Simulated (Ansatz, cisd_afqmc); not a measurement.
System: SiHCl, charge 0, singlet. SiHCl (SMILES [SiH]Cl).
B3LYP-D3(BJ)/def2-TZVP minimum from Ansatz (an electronic-structure program):
```xyz
3

Si     0.7933    -0.2087     0.7471
H      1.8312    -0.4893    -0.3363
Cl    -0.7611     0.2007    -0.5955
```

Total energies in cc-pV(D+d)Z, 12 correlated electrons, 10 frozen orbitals. Radicals and triplets start from unrestricted determinants; spin-orbit coupling is neglected. Correlated methods leave the cores frozen. No relativity. AFQMC is phaseless with a CISD trial state; ± is one standard error, without the phaseless bias. Outlying blocks are dropped, and bars are widened where a walk drifts. Over all cases where full CI ran beside it in this data, AFQMC minus full CI had a median of +0.1 mEh and passed +0.4 mEh in a tenth of the cases. The restricted determinant of HClSi ([SiH]Cl, singlet) is unstable towards broken spin symmetry in at least one set run.

```
method         program         energy (Eh)  minus CCSDTQ (mEh)
----------  ----------  ------------------  ------------------
HF              Ansatz          -749.01644              259.72
MP2             Ansatz          -749.23488               41.27
CCSD            Ansatz          -749.26812                8.04
CCSD(T)         Ansatz          -749.27475                1.41
CCSDT(Q)        Ansatz          -749.27616               -0.01
CCSDTQ          Ansatz          -749.27616                0.00
AFQMC/CISD  cisd_afqmc  -749.2761 ± 0.0003           0.1 ± 0.3
```

Rough core times of Ansatz's runs on a shared machine: CCSD(T) under 20 s, CCSDT(Q) under 20 s, CCSDTQ 8 min.
